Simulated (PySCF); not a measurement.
silanone (H2OSi), SMILES O=[SiH2].

Geometry optimised at ωB97X-D3(BJ)/def2-TZVP.

Method: PBE0/def2-TZVPD in PySCF.

Isolated molecule, no solvent.

```yaml
total_energy: -365.73870 hartree
point_group: C2v
highest_occupied_level: -8.32 eV
lowest_empty_level: -2.31 eV
orbital_gap: 6.02 eV
dipole_moment: 3.77 D
quadrupole, principal values (traceless, Buckingham form, about the centre of nuclear charge): -4.04, 0.33, 3.71 D·Å
mean_static_polarisability: 30.3 bohr³ (4.49 Å³)
polarisability_principal_values: 25.1, 30.6, 35.2 bohr³
```
